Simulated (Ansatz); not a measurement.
`ClBC1C[SiH2]1` + `C=C` → `C=CBCl` + `C1C[SiH2]1`  (formal exchange of groups at a B–C bond)

Calculated with Ansatz (gas phase, PBE0-D4/def2-TZVP geometries, no zero-point term in ΔE). CBS: MP2 limit from def2 TZ/QZ plus the TZ coupled-cluster correction, frozen cores. This one scheme is used for every species. DFT in def2-TZVPP. B3LYP here is the variant with VWN-RPA as its local correlation; programs differ in this. One conformer a species, not always the lowest.

```tsv
level	ΔE (kcal/mol)	difference from CCSD(T)/CBS
B3LYP-D4	6.4	-1.2
ωB97X-V	6.3	-1.3
ωB97M-V	7.2	-0.4
B2PLYP	5.8	-1.8
PBE	6.2	-1.4
PBE0	6.3	-1.3
B3LYP	4.6	-3.0
HF/def2-TZVPP	2.8	-4.8
MP2/def2-TZVPP	8.1	0.5
SCS-MP2/def2-TZVPP	6.9	-0.7
CCSD/def2-TZVPP	6.4	-1.2
CCSD(T)/def2-TZVPP	7.0	-0.6
MP2/def2-QZVPP	8.5	0.9
SCS-MP2/def2-QZVPP	7.1	-0.5
HF/CBS(def2)	2.9	-4.7
MP2/CBS(def2)	8.7	1.1
CCSD(T)/CBS	7.6	0
```

Largest T1 diagnostic among the species: 0.012.

In def2-TZVPP, CCSD(T) changes the Hartree–Fock value by +4.2 kcal/mol (the triples alone add +0.7 kcal/mol) and MP2 by +5.3 kcal/mol. The D4 term adds +1.8 kcal/mol with B3LYP and +0.9 kcal/mol with PBE0; it sums over pairs of atoms, weighted by their polarisabilities, and B3LYP, whose exchange is more repulsive, gets the larger term.
